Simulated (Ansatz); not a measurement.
The cluster Rb₅H₄⁺. The state is a singlet with charge 1. Geometry PBE-D4/def2-SVP, basis def2-TZVP, Ansatz.

```xyz
9

Rb   -2.0498   -1.3551   -0.4651
Rb   -2.6794    3.8802    0.0228
Rb    1.8113   -2.6122   -0.0138
Rb    0.6365    0.5192    2.3477
Rb    1.2856    0.9880   -1.8856
H    -0.3879   -1.8451    1.5844
H     2.4277    0.1082    0.3841
H    -1.2026    1.7659    0.0129
H     0.1587   -1.4491   -1.9873
```

```tsv
run	HOMO (eV)	LUMO (eV)
A	-9.15	-2.67
B	-6.89	-3.91
C	-5.94	-4.47
D	-6.10	-4.48
E	-5.97	-3.70
```

In the def2 sets Rb takes a core potential; there is no spin–orbit coupling. Another isomer (singlet) lies 0.50 eV lower at PBE0-D4/def2-TZVP; other spin states weren't run for this one.

The runs used LDA (SPW92), PBE, PBE0, r2SCAN, ωB97X-V. Estimate which is which.

A ωB97X-V (range-separated); B PBE0 (25 % exact exchange); C PBE (0 % exact exchange); D LDA (SPW92) (0 % exact exchange); E r2SCAN (0 % exact exchange). Exact exchange lowers occupied and raises empty levels; among semilocal functionals meta-GGAs tend to open the gap a little, and such runs are hard to tell apart. The gap grows from 1.47 eV (PBE) to 6.48 eV (ωB97X-V).
